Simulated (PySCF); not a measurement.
Ge(OH)(SiH3) (GeH₄OSi), SMILES [OH][Ge][SiH3] (connectivity only; charge and spin as stated), neutral, multiplicity 1.

The structure is a stationary point at B3LYP-D3(BJ)/def2-SVP. One conformer was computed; it need not be the lowest.

The numbers are results of TDDFT-ωB97X/def2-SVPD run with PySCF, not measurements.

Vertical excitations. 

Computed lowest excited states:
```csv
state,energy (eV),λ (nm),f,main pairs
S1,2.44,507,0.003,HOMO→LUMO 100 %
S2,4.94,251,0.030,HOMO→LUMO+1 87 %
S3,5.55,223,0.025,HOMO−1→LUMO 88 %
S4,6.05,205,0.322,"HOMO→LUMO+2 64 %, HOMO→LUMO+3 25 %"
S5,6.55,189,0.079,"HOMO−2→LUMO 42 %, HOMO−4→LUMO 29 %, HOMO→LUMO+4 9 %"
S6,6.57,189,0.303,"HOMO→LUMO+3 52 %, HOMO→LUMO+2 13 %, HOMO−2→LUMO 13 %, HOMO→LUMO+4 12 %"
S7,6.65,186,0.157,"HOMO→LUMO+4 70 %, HOMO→LUMO+3 13 %"
S8,7.12,174,0.067,HOMO→LUMO+5 84 %
S9,7.21,172,0.005,HOMO−3→LUMO 75 %
S10,7.32,169,0.121,"HOMO−4→LUMO 46 %, HOMO−2→LUMO 37 %"
T1,1.73,718,0,HOMO→LUMO 97 %
T2,4.28,290,0,HOMO→LUMO+1 92 %
T3,4.77,260,0,HOMO−1→LUMO 79 %
T4,5.25,236,0,HOMO→LUMO+2 82 %
```
Triplets are in the Tamm–Dancoff approximation, which puts them higher than full response would, so one can lie above its singlet here.
